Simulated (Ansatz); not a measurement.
Reaction (formal exchange of groups at a Ge–Se bond): `[CH3][Ge]([CH3])([Cl])[SeH]` + `CO/C=C/F` → `[CH3][Ge]([CH3])([F])[Cl]` + `CO/C=C\[SeH]`

Gas-phase electronic energies from Ansatz, PBE0-D4/def2-TZVP geometries. CCSD(T)/CBS adds triple-zeta CCSD(T) − MP2 to the extrapolated MP2 energy (def2 sets, frozen cores). Double bonds are as drawn, so ΔE can hold a change between cis and trans. For Ge, Se outer-core shells are correlated without core-valence functions, which leaves a few kJ/mol of doubt a bond. Scalar relativity is left out up to krypton. One conformer a species, not always the lowest.

`[CH3][Ge]([CH3])([Cl])[SeH]`:

Cartesian coordinates in Å:
```
C -0.690 -1.112 1.036
Ge -0.045 0.436 0.058
C 0.352 0.139 -1.818
Cl -1.649 1.900 0.141
Se 1.891 1.335 1.049
H 0.074 -1.891 1.036
H -0.917 -0.831 2.064
H -1.598 -1.488 0.562
H 0.668 1.072 -2.283
H -0.545 -0.222 -2.324
H 1.146 -0.602 -1.919
H 1.314 1.263 2.397
```

`CO/C=C/F`:

```xyz
10

C    -0.001   -0.976   -1.036
O    -0.488   -1.039    0.283
C    -0.333    0.073    1.024
C     0.228    1.215    0.645
F     0.301    2.235    1.520
H    -0.202   -1.944   -1.491
H    -0.510   -0.190   -1.605
H     1.078   -0.784   -1.047
H    -0.727   -0.039    2.027
H     0.654    1.450   -0.320
```

`[CH3][Ge]([CH3])([F])[Cl]`:

Z-matrix (Å, degrees):
```
C
Ge 1 1.930
H 1 1.091 2 109.8
H 1 1.091 2 110.1 3 120.5
H 1 1.090 2 109.2 3 -119.8
C 2 1.930 1 119.4 3 -57.9
F 2 1.740 1 106.8 3 63.3
Cl 2 2.153 1 108.9 3 176.2
H 6 1.090 2 109.2 1 177.6
H 6 1.091 2 110.1 1 -62.7
H 6 1.091 2 109.8 1 57.8
```

`CO/C=C\[SeH]`:

```xyz
11

C     1.830   -0.600   -0.560
O     0.543   -0.649    0.014
C    -0.275    0.373   -0.316
C    -1.423    0.577    0.319
Se   -1.976   -0.537    1.746
H     2.343   -1.513   -0.265
H     1.772   -0.559   -1.654
H     2.394    0.265   -0.195
H     0.040    1.005   -1.143
H    -2.081    1.375    0.011
H    -3.169    0.263    2.043
```

| level | ΔE (kcal/mol) |
| --- | --- |
| SCS-MP2/def2-TZVPP | -16.6 |
| SCS-MP2/def2-QZVPP | -16.8 |

(1) What does CCSD(T)/CBS give? (An estimate is asked.)

Largest T1 diagnostic among the species: 0.012.

Answers

(1) Ansatz gave: -14.7 kcal/mol. The listed levels differ from it by -1.9, -2.1 kcal/mol.

The D4 term adds +0.9 kcal/mol with B3LYP and +0.5 kcal/mol with PBE0; it sums over pairs of atoms, weighted by their polarisabilities, and B3LYP, whose exchange is more repulsive, gets the larger term.

B3LYP here is the variant with VWN-RPA as its local correlation; programs differ in this.
